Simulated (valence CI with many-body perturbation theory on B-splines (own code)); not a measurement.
## Forbidden lines of Sb XLV

Calculated by relativistic CI+MBPT: five valence electrons over a frozen Dirac-Fock core [He], radial functions for each j: 9 s, 9 p, 8 d, 6 f, 3 g, 1 h, with the one-electron correlation potential Σ1 (screened to all orders), the two-electron term Σ2, the three-electron term Σ3, Breit, model QED; selected single and double excitations, second order for the rest (own B-spline code, finite nucleus).

The last digits are not significant, and no measured levels were compared; by estimate large intervals hold to a few tenths of a per cent, small ones and those within an open d or f shell to about a per cent. Among the levels kept, up to 1400 cm⁻¹ of a level comes from second order outside the variational space, and about a tenth of that is noise between levels of different J, which matters for small intervals.

Lines 1 to 47 of 47 in falling wavelength, among levels below 4720.2 eV, chosen from the decays that carry over 1 % of a level's rate. Wavelengths and rates use the calculated energies. Electric multipoles are in the length gauge, E1 and E2 with the static RPA response of the core. Weak lines are less certain than strong ones. Lines between different terms over intervals too small for the method are left out, as are lines whose strength nearly cancels. The highest levels of a list are the least certain.

Levels are named by their leading jj configuration (3d3/2^4 stands for four electrons in 3d with j = 3/2), which in mixed levels can hold well under half, so a name can repeat and another be missing. Letters in brackets count levels of one name in rising energy.

| λ vac (nm) | Upper | Lower | Type | A (s⁻¹) | Branch % |
| --- | --- | --- | --- | --- | --- |
| 5.021 | (2s^2 2p1/2 2p3/2^2) J=3/2 | (2s^2 2p1/2^2 2p3/2) J=3/2 | M1 | 1.56e+08 | 100.0 |
| 4.998 | (2s^2 2p3/2^3) J=3/2 | (2s^2 2p1/2 2p3/2^2) J=1/2 | M1 | 3.80e+07 | 11.4 |
| 4.659 | (2s^2 2p1/2 2p3/2^2) J=5/2 | (2s^2 2p1/2^2 2p3/2) J=3/2 | M1 | 2.68e+07 | 99.2 |
| 4.483 | (2s^2 2p3/2^3) J=3/2 | (2s^2 2p1/2 2p3/2^2) J=5/2 | M1 | 5.12e+07 | 15.4 |
| 4.209 | (2s^2 2p1/2 2p3/2^2) J=1/2 | (2s^2 2p1/2^2 2p3/2) J=3/2 | M1 | 1.09e+08 | 99.8 |
| 4.193 | (2s^2 2p3/2^3) J=3/2 | (2s^2 2p1/2 2p3/2^2) J=3/2 | M1 | 2.13e+08 | 64.1 |
| 0.3266 | (2s^2 2p1/2 2p3/2 3d5/2) J=9/2 | (2s 2p1/2 2p3/2^3) J=5/2 | E2 | 4.83e+08 | 2.8 |
| 0.3045 | (2s^2 2p1/2 2p3/2 3p1/2) J=3/2 [a] | (2s^2 2p1/2 2p3/2^2) J=1/2 | E2 | 2.63e+10 | 9.5 |
| 0.3037 | (2s^2 2p1/2 2p3/2 3p1/2) J=5/2 | (2s^2 2p1/2 2p3/2^2) J=1/2 | E2 | 4.63e+10 | 12.4 |
| 0.3028 | (2s^2 2p1/2 2p3/2 3p1/2) J=1/2 | (2s^2 2p1/2 2p3/2^2) J=5/2 | E2 | 5.81e+10 | 19.4 |
| 0.3020 | (2s^2 2p1/2 2p3/2 3p1/2) J=3/2 [b] | (2s^2 2p1/2 2p3/2^2) J=1/2 | E2 | 1.82e+10 | 1.4 |
| 0.3017 | (2s^2 2p1/2^2 3p1/2) J=1/2 | (2s^2 2p1/2^2 2p3/2) J=3/2 | E2 | 2.57e+11 | 66.9 |
| 0.3016 | (2s^2 2p3/2^2 3p1/2) J=3/2 | (2s^2 2p3/2^3) J=3/2 | E2 | 5.41e+10 | 4.2 |
| 0.3016 | (2s^2 2p1/2 2p3/2 3p1/2) J=5/2 | (2s^2 2p1/2 2p3/2^2) J=5/2 | E2 | 1.48e+11 | 39.5 |
| 0.3014 | (2s^2 2p1/2 2p3/2 3p1/2) J=1/2 | (2s^2 2p1/2 2p3/2^2) J=3/2 | E2 | 8.58e+10 | 28.6 |
| 0.3014 | (2s^2 2p3/2^2 3p1/2) J=5/2 | (2s^2 2p3/2^3) J=3/2 | E2 | 1.75e+11 | 32.4 |
| 0.3010 | (2s^2 2p1/2 2p3/2 3p1/2) J=3/2 [a] | (2s^2 2p1/2 2p3/2^2) J=3/2 | E2 | 1.63e+11 | 59.0 |
| 0.3002 | (2s^2 2p1/2 2p3/2 3p1/2) J=5/2 | (2s^2 2p1/2 2p3/2^2) J=3/2 | E2 | 3.63e+10 | 9.7 |
| 0.2999 | (2s^2 2p1/2 2p3/2 3p1/2) J=3/2 [b] | (2s^2 2p1/2 2p3/2^2) J=5/2 | E2 | 1.46e+11 | 11.1 |
| 0.2989 | (2s^2 2p3/2^2 3p1/2) J=1/2 | (2s^2 2p3/2^3) J=3/2 | E2 | 1.66e+11 | 20.1 |
| 0.2985 | (2s^2 2p1/2 2p3/2 3p3/2) J=3/2 [a] | (2s^2 2p1/2 2p3/2^2) J=1/2 | E2 | 9.95e+09 | 2.1 |
| 0.2976 | (2s 2p1/2^2 2p3/2 3p3/2) J=7/2 | (2s 2p1/2^2 2p3/2^2) J=5/2 | E2 | 7.32e+10 | 5.5 |
| 0.2973 | (2s^2 2p1/2 2p3/2 3p3/2) J=5/2 [a] | (2s^2 2p1/2 2p3/2^2) J=5/2 | E2 | 1.70e+10 | 1.0 |
| 0.2969 | (2s^2 2p1/2 2p3/2 3p3/2) J=1/2 [a] | (2s^2 2p1/2 2p3/2^2) J=5/2 | E2 | 2.17e+10 | 4.1 |
| 0.2969 | (2s 2p1/2^2 2p3/2 3p3/2) J=1/2 [b] | (2s 2p1/2^2 2p3/2^2) J=3/2 | E2 | 1.36e+11 | 3.4 |
| 0.2965 | (2s^2 2p1/2 2p3/2 3p3/2) J=3/2 [a] | (2s^2 2p1/2 2p3/2^2) J=5/2 | E2 | 4.94e+10 | 10.2 |
| 0.2960 | (2s^2 2p1/2 2p3/2 3p3/2) J=7/2 | (2s^2 2p1/2 2p3/2^2) J=5/2 | E2 | 8.58e+10 | 24.9 |
| 0.2959 | (2s^2 2p1/2 2p3/2 3p3/2) J=5/2 [a] | (2s^2 2p1/2 2p3/2^2) J=3/2 | E2 | 7.05e+10 | 4.3 |
| 0.2956 | (2s^2 2p1/2^2 3p3/2) J=3/2 | (2s^2 2p1/2^2 2p3/2) J=3/2 | E2 | 1.30e+11 | 31.4 |
| 0.2955 | (2s^2 2p1/2 2p3/2 3p3/2) J=1/2 [a] | (2s^2 2p1/2 2p3/2^2) J=3/2 | E2 | 8.59e+10 | 16.3 |
| 0.2951 | (2s^2 2p1/2 2p3/2 3p3/2) J=3/2 [a] | (2s^2 2p1/2 2p3/2^2) J=3/2 | E2 | 3.23e+10 | 6.7 |
| 0.2947 | (2s^2 2p1/2 2p3/2 3p3/2) J=7/2 | (2s^2 2p1/2 2p3/2^2) J=3/2 | E2 | 9.95e+09 | 2.9 |
| 0.2940 | (2s^2 2p1/2 2p3/2 3p3/2) J=1/2 [b] | (2s^2 2p1/2 2p3/2^2) J=5/2 | E2 | 1.81e+11 | 5.5 |
| 0.2927 | (2s^2 2p1/2 2p3/2 3p3/2) J=1/2 [b] | (2s^2 2p1/2 2p3/2^2) J=3/2 | E2 | 8.99e+10 | 2.7 |
| 0.2923 | (2s 2p1/2^2 2p3/2 3p3/2) J=1/2 [b] | (2s 2p1/2^2 2p3/2^2) J=5/2 | E2 | 4.88e+10 | 1.2 |
| 0.2918 | (2s 2p1/2^2 2p3/2 3d5/2) J=9/2 | (2s 2p1/2^2 2p3/2^2) J=5/2 | M2 | 3.35e+09 | 14.1 |
| 0.2899 | (2s^2 2p1/2 2p3/2 3d5/2) J=9/2 | (2s^2 2p1/2 2p3/2^2) J=5/2 | M2 | 3.23e+09 | 18.6 |
| 0.2899 | (2s^2 2p1/2 2p3/2 3d5/2) J=9/2 | (2s^2 2p1/2 2p3/2^2) J=5/2 | E3 | 1.84e+08 | 1.1 |
| 0.2798 | (2s 2p1/2^2 2p3/2 3d5/2) J=9/2 | (2s^2 2p1/2 2p3/2^2) J=5/2 | E2 | 1.12e+09 | 4.7 |
| 0.2795 | (2s^2 2p1/2 2p3/2 3p3/2) J=5/2 [a] | (2s^2 2p1/2^2 2p3/2) J=3/2 | E2 | 2.64e+10 | 1.6 |
| 0.2791 | (2s^2 2p1/2 2p3/2 3p3/2) J=1/2 [a] | (2s^2 2p1/2^2 2p3/2) J=3/2 | E2 | 4.84e+10 | 9.2 |
| 0.2787 | (2s^2 2p1/2 2p3/2 3p3/2) J=3/2 [a] | (2s^2 2p1/2^2 2p3/2) J=3/2 | E2 | 1.08e+11 | 22.4 |
| 0.2783 | (2s^2 2p1/2 2p3/2 3p3/2) J=7/2 | (2s^2 2p1/2^2 2p3/2) J=3/2 | E2 | 1.22e+11 | 35.5 |
| 0.2775 | (2s^2 2p1/2 2p3/2 3p3/2) J=5/2 [b] | (2s^2 2p1/2^2 2p3/2) J=3/2 | E2 | 8.04e+10 | 1.3 |
| 0.2766 | (2s^2 2p1/2 2p3/2 3p3/2) J=1/2 [b] | (2s^2 2p1/2^2 2p3/2) J=3/2 | E2 | 5.84e+10 | 1.8 |
| 0.2730 | (2s^2 2p1/2 2p3/2 3d5/2) J=9/2 | (2s^2 2p1/2^2 2p3/2) J=3/2 | E3 | 3.59e+08 | 2.1 |
| 0.2648 | (2s 2p1/2^2 2p3/2 3d3/2) J=7/2 | (2s^2 2p1/2^2 2p3/2) J=3/2 | E2 | 1.94e+11 | 6.0 |
